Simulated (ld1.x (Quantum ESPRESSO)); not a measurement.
## Reading a pseudo-wave (manganese (Mn))

Columns: radius, all-electron u(r) and pseudo u(r) of the 3d shell (level -6.77 eV) of manganese in the configuration [Ne] 3s2 3p6 3d5 4s2 4p0; PBE, scalar-relativistic, RRKJ scheme, ld1.x (Quantum ESPRESSO) 7.5.

```
r (bohr)  all-electron  pseudo
   0.072        0.0268  0.0037
   0.145        0.1315  0.0293
   0.217        0.2802  0.0915
   0.290        0.4379  0.1980
   0.362        0.5772  0.3398
   0.435        0.6919  0.5051
   0.507        0.7772  0.6683
   0.580        0.8367  0.8121
   0.652        0.8718  0.9166
   0.725        0.8876  0.9766
   0.798        0.8878  0.9918
   0.870        0.8767  0.9717
   0.942        0.8573  0.9296
   1.015        0.8319  0.8774
   1.088        0.8025  0.8256
   1.160        0.7713  0.7801
   1.232        0.7388  0.7409
   1.305        0.7054  0.7056
   1.378        0.6722  0.6722
   1.450        0.6401  0.6401
   1.522        0.6088  0.6088
   1.595        0.5781  0.5781
   1.668        0.5486  0.5486
   1.740        0.5207  0.5207
   1.812        0.4942  0.4942
   1.885        0.4685  0.4685
```

(1) How many radial nodes do the two functions have?

(2) At about which radius was the pseudo-wave matched?

(3) Where does each function peak?

(4) Is the pseudo-wave norm-conserving?

Results:

(1) The all-electron 3d function has n − l − 1 = 0; the pseudo-wave has 0.

(2) 1.35 bohr, where the columns begin to agree (steps of 0.07 bohr).

(3) Outermost all-electron maximum near 0.80 bohr, pseudo maximum near 0.80 bohr (to the table’s step).

(4) Yes: the RRKJ scheme keeps the norm inside the radius equal to the all-electron one, which fixes the energy derivative of the logarithmic derivative at the level.
